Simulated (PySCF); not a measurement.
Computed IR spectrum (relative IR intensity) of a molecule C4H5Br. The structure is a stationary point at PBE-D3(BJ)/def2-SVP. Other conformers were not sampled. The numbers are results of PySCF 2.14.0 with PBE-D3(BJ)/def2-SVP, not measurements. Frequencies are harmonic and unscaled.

Lines under 2 % of the strongest are left out, and lines within 2 cm⁻¹ are merged.

ν (cm⁻¹): 144 (vw), 154 (vw), 317 (w), 627 (vw), 749 (vs), 795 (s), 882 (s), 923 (s), 927 (w), 1001 (s), 1138 (w), 1189 (m), 1247 (m), 1264 (w), 1379 (w), 1592 (m), 1649 (s), 3075 (m), 3082 (w), 3097 (w), 3133 (m), 3181 (w) (against the strongest line: vs over 80 %, s over 45 %, m over 15 %, w over 4 %, vw less)

Question: Identify the compound among the candidates.
A) C=C/C=C/Br
B) C=CC(=C)Br
C) C=C=C(C)Br
D) C=C=CCBr

Answer: A, C=C/C=C/Br
